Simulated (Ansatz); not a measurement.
Input and output for `FC1CC=CC1(F)F`.

```yaml
crystal:
  periodic: [false, false, false]
  atoms:
    - {symbol: F, position_ang: [-0.777218, -0.610893, 1.856659]}
    - {symbol: C, position_ang: [0.029359, -0.803364, 0.760127]}
    - {symbol: C, position_ang: [1.024541, 0.347411, 0.649910]}
    - {symbol: C, position_ang: [0.412436, 1.252965, -0.378379]}
    - {symbol: C, position_ang: [-0.607876, 0.693775, -1.014888]}
    - {symbol: C, position_ang: [-0.822274, -0.697433, -0.522425]}
    - {symbol: F, position_ang: [-2.116890, -1.002651, -0.304390]}
    - {symbol: F, position_ang: [-0.362496, -1.609727, -1.434415]}
    - {symbol: H, position_ang: [0.482343, -1.793303, 0.840873]}
    - {symbol: H, position_ang: [1.152058, 0.824211, 1.624582]}
    - {symbol: H, position_ang: [2.011284, -0.001476, 0.328973]}
    - {symbol: H, position_ang: [0.798138, 2.244892, -0.581455]}
    - {symbol: H, position_ang: [-1.203003, 1.120891, -1.810473]}
basis:
  gaussian: {orbitals: aug-cc-pVDZ}
magnetization: {spin_polarized: true, initial_magnetization: 2}
hamiltonian: {xc: {name: wB97X-V}}
```

```sh
$ ansatz run in.yaml --threads 4 --pin off --events-out ev --progress --plain --max-ram 11315MiB
```

Output, abridged:

```
Functional definition: wB97X-V
2018 factors; their error is unknown
902 factors; integrals over basis functions are off by at most 9.6e-7 eV
mean field evaluation 1: about -13398.9772 eV, gradient 4.1e1 eV
mean field evaluation 2: about -13397.9578 eV, gradient 4.8e1 eV
mean field evaluation 4: about -13409.0808 eV, gradient 5.1e0 eV
mean field evaluation 8: about -13409.7994 eV, gradient 3.8e-1 eV
mean field evaluation 16: about -13409.8035 eV, gradient 6.9e-3 eV
mean field -13409.80349282 eV, -492.8011888699 hartree, gradient 4.1e-5 eV, S^2 2.006024; 0 other end points of the search recorded, 0 dependent functions left out
reference -13409.80349103 eV, -492.8011888041 hartree; 32, 30 occupied and 197, 199 virtual orbitals, 2018 factors
Total energy: -13409.80349103 eV, -492.8011888041 hartree
```

Hardware: 4 threads of an Arm Neoverse V1 on a shared host. Wall time 31 s, peak host memory 1.6 GiB.
